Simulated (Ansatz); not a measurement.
Two members of one family (Series GeH3X), computed with Ansatz in the gas phase. The two geometries come from different levels. A negative affinity means that the extra electron isn't bound at that geometry and level; within about 0.2 eV of zero the sign isn't settled. Binding counts from free atoms in the multiplicity of their measured ground term, without zero-point energy. A dash marks a value that wasn't run or was left out as unsound. The structures are stationary points that may keep the symmetry of their start. Remarks come from the PBE and PBE0 runs and from stability tests at other levels; not every state was tested. A HOMO above zero means that the electron is unbound at that level and held by the basis, or that self-interaction error raises the level; the energy of removing that electron tells which.

First: Ge(OMe)H3 (singlet, charge 0, PBE-D4/def2-TZVP geometry).

```xyz
9

Ge   -0.5251    0.3869    1.2073
O     0.7708   -0.4196    0.2472
C     0.6024   -0.4278   -1.1658
H    -0.3147   -0.9621   -1.4758
H     1.4677   -0.9504   -1.6012
H     0.5681    0.5936   -1.5897
H    -0.6277    1.8737    0.7695
H    -0.0660    0.2385    2.6709
H    -1.8756   -0.3328    0.9376
```

```json
{"level": "PBE-D4/def2-TZVP", "HOMO (eV)": "-6.19", "LUMO (eV)": "-0.64", "gap (eV)": "5.54", "vertical EA (eV)": "–", "binding per atom (eV)": "3.39"}
{"level": "PBE-D4/def2-TZVPD", "HOMO (eV)": "-6.24", "LUMO (eV)": "-0.88", "gap (eV)": "5.36", "vertical EA (eV)": "-1.01", "binding per atom (eV)": "3.39"}
{"level": "B3LYP-D4/6-31G", "HOMO (eV)": "-7.14", "LUMO (eV)": "0.05", "gap (eV)": "7.19", "vertical EA (eV)": "–", "binding per atom (eV)": "3.25"}
{"level": "PBE0-D4/def2-TZVPD", "HOMO (eV)": "-7.79", "LUMO (eV)": "-0.08", "gap (eV)": "7.71", "vertical EA (eV)": "-1.17", "binding per atom (eV)": "3.34"}
{"level": "ωB97X-V/def2-TZVP", "HOMO (eV)": "-10.21", "LUMO (eV)": "2.28", "gap (eV)": "12.49", "vertical EA (eV)": "–", "binding per atom (eV)": "3.38"}
```

Remarks: HOMO above zero (-1 doublet).

Second: Ge(vinyl)H3 (singlet, charge 0, PBE0-D4/def2-TZVP geometry).

```
atom    x (Å)    y (Å)    z (Å)
 Ge1  -0.4100   0.8703  -0.9094
  C2   0.0405   0.0007   0.7632
  C3   0.5541  -1.2212   0.8290
  H4  -0.1403   0.5446   1.6886
  H5   0.7508  -1.8115  -0.0610
  H6   0.8015  -1.6893   1.7776
  H7  -0.0744  -0.0896  -2.0628
  H8   0.3864   2.1766  -1.0756
  H9  -1.9086   1.2194  -0.9495
```

Problem. Estimate the same table for the second.

Solution. 
| level | HOMO (eV) | LUMO (eV) | gap (eV) | vertical EA (eV) | binding per atom (eV) |
| --- | --- | --- | --- | --- | --- |
| PBE-D4/def2-TZVP | -6.81 | -1.32 | 5.50 | – | 3.60 |
| PBE-D4/def2-TZVPD | -6.83 | -1.36 | 5.47 | -1.20 | 3.60 |
| B3LYP-D4/6-31G | -7.47 | -0.02 | 7.46 | – | 3.52 |
| PBE0-D4/def2-TZVPD | -7.94 | -0.35 | 7.59 | -1.37 | 3.57 |
| ωB97X-V/def2-TZVP | -10.28 | 1.96 | 12.24 | – | 3.58 |

Remarks: HOMO above zero (-1 doublet).
